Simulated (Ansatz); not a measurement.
# Worked example: the step energy

An elementary step of Si3H7F, closed shell (Si₃H₇F ([F][SiH2][SiH2][SiH3]) → Si₂H₅F ([F][SiH2][SiH3]) + SiH₂ (still joined by a long Si–F bond); Si–Si, Si–F broken or loosened, Si–F formed or tightened). “Start” and “end” are the PBE0-D4/def2-TZVP structures reached by relaxing down either side of its saddle point, with the molecules still in contact.

Computed with Ansatz 0.2.0 (basis: def2-TZVPP and def2-QZVPP); correlated methods freeze the cores.

Energies in eV:

| quantity | end | start |
| --- | --- | --- |
| Hartree–Fock, triple zeta (X = 3) | -26404.72524 | -26407.12562 |
| Hartree–Fock, quadruple zeta (X = 4) | -26405.60046 | -26407.99777 |
| MP2 correlation, X = 3 | -17.19424 | -17.07318 |
| MP2 correlation, X = 4 | -18.61706 | -18.50690 |
| CCSD(T) correlation, X = 3 | -19.55929 | -19.36528 |

(1) Work out the step energy at the basis limit: extrapolate Hartree–Fock as E(X) = E∞ + A exp(−7.88 √X) and the MP2 correlation as E(X) = E∞ + B X^−2.97 (the exponents that Neese and Valeev fitted for def2-TZVPP and QZVPP), then add CCSD(T) − MP2 in triple zeta.

T1 diagnostic: at most 0.015.

Results:

(1) Each step is linear, so take the differences first (end − start): Hartree–Fock 2.40038 (X = 3) and 2.39731 (X = 4); MP2 correlation -0.12106 and -0.11016; CCSD(T) correlation -0.19401.
Two points give E∞ = E(4) + w [E(4) − E(3)], with w = 1/(exp(7.88 (2 − √3)) − 1) = 0.1377 for Hartree–Fock and w = 1/((4/3)^2.97 − 1) = 0.7407 for the correlation.
Hartree–Fock: 2.39731 + 0.1377 × (-0.00307) = 2.3969 eV.
MP2 correlation: -0.11016 + 0.7407 × 0.01090 = -0.1021 eV.
CCSD(T) − MP2: -0.19401 − (-0.12106) = -0.0729 eV.
Sum: 2.3969 + (-0.1021) + (-0.0729) = 2.2219 eV, or 51.24 kcal/mol. Plain CCSD(T) in triple zeta gives 2.2064 eV, so the larger basis shifts the result by 0.0155 eV.

Losses and insertions of silylenes and their heavier kin drive the gas-phase chemistry of silicon and germanium vapour deposition.

Labels in which every atom is bracketed show which atoms are joined, not bond orders.

For scale, one of the runs: CCSD(T)/def2-TZVPP, 255 basis functions, launched by `ansatz run in.yaml --threads 4 --pin off --events-out ev --progress --plain --max-ram 9574MiB`. The run took 98 s on 4 CPU threads of an Arm Neoverse V2 (shared host), with 5.1 GiB of host memory at its peak.
